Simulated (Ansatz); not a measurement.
HTe (SMILES [TeH]), doublet, geometry from GFN2-xTB (core potentials on Te); CAM-B3LYP/def2-TZVP in Ansatz (a quantum-chemistry and plane-wave program).

Input for Ansatz:
Ansatz 0.2 input:
```yaml
crystal:
  periodic: [false, false, false]
  atoms:
    - {symbol: Te, position_ang: [-0.00000000, -0.00000000, -0.03110694]}
    - {symbol: H, position_ang: [0.00000000, 0.00000000, 1.61756080]}
basis:
  gaussian:
    orbitals: def2-TZVP
    final_grid: {core_spheres: 10, valence_spheres: 20, degree: 41}
hamiltonian:
  xc: cam_b3lyp
magnetization: {spin_polarized: true, initial_magnetization: 1}
```

Q: Predict the main parts of the log of this Ansatz run.

A: 
```
Functional definition: CAM-B3LYP
460 factors; their error is unknown
102 factors; integrals over basis functions are off by at most 3.0e-4 eV
mean field evaluation 1: about -7308.5638 eV, gradient 3.5e0 eV
mean field evaluation 2: about -7308.6486 eV, gradient 8.5e-1 eV
mean field evaluation 4: about -7308.6546 eV, gradient 1.5e-1 eV
mean field evaluation 8: about -7308.7480 eV, gradient 5.4e-2 eV
mean field evaluation 16: about -7308.7480 eV, gradient 1.7e-5 eV
mean field -7308.74796579 eV, -268.5915336956 hartree, gradient 1.6e-5 eV, S^2 0.753138; 0 other end points of the search recorded, 0 dependent functions left out
reference -7308.74804637 eV, -268.5915366568 hartree; 13, 12 occupied and 43, 44 virtual orbitals, 460 factors
Total energy: -7308.74804637 eV, -268.5915366568 hartree
```
